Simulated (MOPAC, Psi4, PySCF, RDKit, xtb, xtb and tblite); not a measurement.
Two geometries of SMILES CC(C)CCC=O (C₆H₁₂O), relaxed at GFN2-xTB with one dihedral held; other torsions can differ between them too.

Structure A

```
19

C     -1.9098     0.6117     0.7766
C     -0.6381     0.3371    -0.0214
C     -1.0071    -0.1291    -1.4301
C      0.2364    -0.7183     0.6739
C      1.2420    -0.1072     1.6543
C      0.5817     0.4445     2.8815
O      0.7635     1.5348     3.3459
H     -2.5080    -0.2932     0.8631
H     -1.6687     0.9672     1.7763
H     -2.5103     1.3733     0.2845
H     -0.0684     1.2680    -0.1049
H     -1.5484    -1.0720    -1.3871
H     -1.6403     0.6066    -1.9201
H     -0.1160    -0.2702    -2.0377
H      0.8026    -1.2646    -0.0837
H     -0.3965    -1.4387     1.1955
H      1.9229    -0.8921     1.9977
H      1.8303     0.6738     1.1705
H     -0.1082    -0.2756     3.3685
```

Structure B

```
19

C      1.3875     1.5775     0.4972
C      1.5184     0.1563     1.0460
C      2.8904    -0.4076     0.6861
C      0.3265    -0.7132     0.5706
C      0.6741    -1.9470    -0.2626
C      1.2446    -1.6243    -1.6110
O      2.0145    -2.3086    -2.2256
H      1.4552     1.5740    -0.5888
H      0.4346     2.0163     0.7851
H      2.1831     2.2101     0.8844
H      1.4707     0.2207     2.1389
H      3.0090    -0.4966    -0.3911
H      3.6650     0.2612     1.0558
H      3.0497    -1.3837     1.1367
H     -0.3508    -0.0900    -0.0173
H     -0.2329    -1.0541     1.4438
H      1.3385    -2.6309     0.2654
H     -0.2556    -2.4915    -0.4636
H      0.8540    -0.6795    -2.0428
```

Problem. Which is lower in energy at the level B3LYP-D3(BJ)/def2-SVP // GFN2-xTB (Psi4 1.11), and by how much?

Solution. A is lower, by 15.04 kJ/mol (dihedral C1–C2–C4–C5: -90° in A, 120° in B).

E(B) − E(A) in kJ/mol at the other levels, on the same two geometries: GFN2-xTB (xtb and tblite) 13.22; MMFF94 // GFN2-xTB (RDKit) 20.87; B3LYP/def2-SVP // GFN2-xTB (Psi4) 17.06; PBE/def2-SVP // GFN2-xTB (Psi4) 15.78; PBE-D3(BJ)/def2-SVP // GFN2-xTB (Psi4) 14.55; UFF // GFN2-xTB (RDKit) 32.53; PM7, restricted, heats of formation // GFN2-xTB (MOPAC) 11.92; PM6, restricted, heats of formation // GFN2-xTB (MOPAC) 10.81; GFN1-xTB // GFN2-xTB (xtb) 9.84; restricted B3LYP/6-31G*, spherical d, density fitting // GFN2-xTB (PySCF) 18.26; restricted B3LYP/6-311+G**, spherical d, density fitting // GFN2-xTB (PySCF) 18.66; restricted B3LYP/LANL2DZ // GFN2-xTB (PySCF) 17.57; restricted Hartree-Fock/STO-3G // GFN2-xTB (PySCF) 19.66.
